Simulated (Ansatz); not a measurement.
Coupled-cluster run, `[OH][SnH2]` radical.

```yaml
crystal:
  periodic: [false, false, false]
  atoms:
    - {symbol: O, position_ang: [0.707361, -0.732935, 0.861875]}
    - {symbol: Sn, position_ang: [0.104492, 0.308848, -0.705519]}
    - {symbol: H, position_ang: [0.368586, -1.631323, 0.873208]}
    - {symbol: H, position_ang: [-1.606838, 0.061318, -0.845924]}
    - {symbol: H, position_ang: [0.476300, 1.920394, -0.224940]}
basis:
  gaussian: {orbitals: def2-TZVPP}
magnetization: {spin_polarized: true, initial_magnetization: 1}
correlation: {method: ccsd_t}
scf: {omitted_lower_state_checks: [cluster_reference]}
output: {orbitals: {seedname: orbitals}}
```

```sh
$ ansatz run in.yaml --threads 2 --pin off --events-out ev --progress --plain
```

Output of Ansatz, abridged:

```
Functional definition: HF
903 factors; integrals over basis functions are off by at most 8.9e-4 eV
mean field evaluation 1: about -7887.2140 eV, gradient 2.8e1 eV
mean field evaluation 2: about -7887.2176 eV, gradient 2.8e1 eV
mean field evaluation 4: about -7890.4284 eV, gradient 2.1e0 eV
mean field evaluation 8: about -7890.5049 eV, gradient 5.3e-3 eV
mean field -7890.50485194 eV, -289.9707049326 hartree, gradient 1.9e-6 eV, S^2 0.756876; 1 other end points of the search recorded, 0 dependent functions left out
5 core orbitals not correlated: weight in the atoms' cores, before any rotation towards them, 1.000 or more for the frozen orbitals, at most 0.000 for the correlated occupied ones
reference -7890.50485194 eV, -289.9707049326 hartree; 12, 11 occupied and 106, 107 virtual orbitals, 903 factors
second order -15.24351331 eV of doubles, -0.00000000 eV of singles
cycle   1  -14.96534178 eV  change    2.8e-1 eV  update   1.0e-1
cycle   2  -15.35757719 eV  change   -3.9e-1 eV  update   3.3e-2
cycle   3  -15.46308288 eV  change   -1.1e-1 eV  update   2.1e-2
cycle   4  -15.45853186 eV  change    4.6e-3 eV  update   7.0e-3
cycle   5  -15.45553225 eV  change    3.0e-3 eV  update   4.1e-3
cycle   6  -15.45692855 eV  change   -1.4e-3 eV  update   1.7e-3
cycle   7  -15.45723264 eV  change   -3.0e-4 eV  update   9.6e-4
cycle   8  -15.45723890 eV  change   -6.3e-6 eV  update   3.2e-4
cycle   9  -15.45734253 eV  change   -1.0e-4 eV  update   1.6e-4
cycle  10  -15.45730317 eV  change    3.9e-5 eV  update   5.9e-5
cycle  11  -15.45730380 eV  change   -6.3e-7 eV  update   2.9e-5
perturbative correction -0.47530263 eV, -0.0174670496 hartree
Total energy: -7906.43745838 eV, -290.5562174195 hartree
Checks for a lower state left out: cluster_reference
```

Run time 46 s (2 threads of a server CPU on a shared host); peak host memory 1.4 GiB.

The correlation energy is -15.933 eV, 3.0 % of it from (T); the T1 diagnostic reads 0.0175.
